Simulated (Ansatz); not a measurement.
Computed with Ansatz on PBE0-D4/def2-TZVP structures; ΔE is electronic, products minus reactants. CCSD(T)/CBS is the MP2 limit (def2-TZVPP, def2-QZVPP) plus CCSD(T) − MP2 in def2-TZVPP, frozen cores. This one scheme is used for every species. DFT in def2-TZVPP. One conformer a species, not always the lowest.

`NB(F)Cl` + `O[SiH]([SiH3])S` → `NB(S)Cl` + `O[SiH](F)[SiH3]`  (redistribution)

| level | ΔE (kJ/mol) |
| --- | --- |
| B97M-V | -3.3 |
| PBE0-D4 | -0.4 |
| ωB97M-V | -4.0 |
| PBE-QIDH | -4.3 |

Problem. What does CCSD(T)/CBS give? (Best estimate.)

Solution. Ansatz gave: -8.9 kJ/mol. The listed levels differ from it by 5.6, 8.5, 4.9, 4.6 kJ/mol.

Largest T1 diagnostic among the species: 0.013.

At CCSD(T), def2-SVP lies +15.7 kJ/mol from the extrapolated value and def2-TZVPP +2.0 kJ/mol. Leaving LDA and LC-ωPBE aside and taking each functional with its dispersion term where it has one, the values, not all of them listed here, spread over 7.6 kJ/mol, from B2PLYP to HSE06-D4.
